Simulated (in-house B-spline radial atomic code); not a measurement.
Spin-orbit splittings of orbital energies (j = l + 1/2 less j = l - 1/2) and ratios of mean radii (lower j over upper j) along the 43-electron series, configuration [Kr] 4d7. Computed with a B-spline radial code for spherical atoms: Dirac-Hartree-Fock, average of the configuration, finite nuclei.

```
  ion   Z  splitting of 4d (eV)  radius ratio of 4d  splitting of 2p (eV)  radius ratio of 2p  splitting of 3p (eV)  radius ratio of 3p
  Ru+  44               0.35495             0.98661                131.68             0.96322                23.133             0.97486
 Rh2+  45               0.46307             0.98873                145.41             0.96148                25.874             0.97382
 Pd3+  46               0.59099             0.98972                160.23             0.95969                28.862             0.97276
 Ag4+  47               0.73777             0.99024                 176.2             0.95786                32.114             0.97167
 Cd5+  48               0.90408             0.99053                193.38             0.95598                35.647             0.97055
 In6+  49                     ?                   ?                     ?                   ?                     ?                   ?
 Sn7+  50                1.3001             0.99072                231.66             0.95209                43.625             0.96824
 Sb8+  51                1.5327              0.9907                 252.9             0.95008                48.108             0.96705
 Te9+  52                1.7903             0.99063                275.64             0.94802                52.945             0.96582
 I10+  53                2.0745             0.99053                299.96             0.94591                58.158             0.96457
Xe11+  54                2.3871             0.99039                325.94             0.94375                63.768             0.96329
Cs12+  55                2.7297             0.99023                353.66             0.94155                69.797             0.96199
Ba13+  56                3.1042             0.99004                383.22              0.9393                76.269             0.96065
La14+  57                     ?                   ?                     ?                   ?                     ?                   ?
Ce15+  58                     ?                   ?                     ?                   ?                     ?                   ?
Pr16+  59                4.4372             0.98939                483.85             0.93224                98.583             0.95646
Nd17+  60                4.9578             0.98914                521.71             0.92978                107.08               0.955
```

Fill in the row of In6+.

splitting of 4d (eV): 1.0911; radius ratio of 4d: 0.99067; splitting of 2p (eV): 211.84; radius ratio of 2p: 0.95406; splitting of 3p (eV): 39.478; radius ratio of 3p: 0.96941.

Fill in the row of La14+.

splitting of 4d (eV): 3.5123; radius ratio of 4d: 0.98984; splitting of 2p (eV): 414.71; radius ratio of 2p: 0.93699; splitting of 3p (eV): 83.207; radius ratio of 3p: 0.95928.

Fill in the row of Ce15+.

splitting of 4d (eV): 3.956; radius ratio of 4d: 0.98962; splitting of 2p (eV): 448.22; radius ratio of 2p: 0.93464; splitting of 3p (eV): 90.636; radius ratio of 3p: 0.95789.

With what power of Z does the column «splitting of 3p (eV)» change over this range?

A fit of the logarithm of its size against log Z from Z = 44 to 60 has slope 4.94. An unscreened hydrogenic electron would give 4 at low Z; screening makes the apparent power larger near the neutral end, and relativity raises it again at high Z.
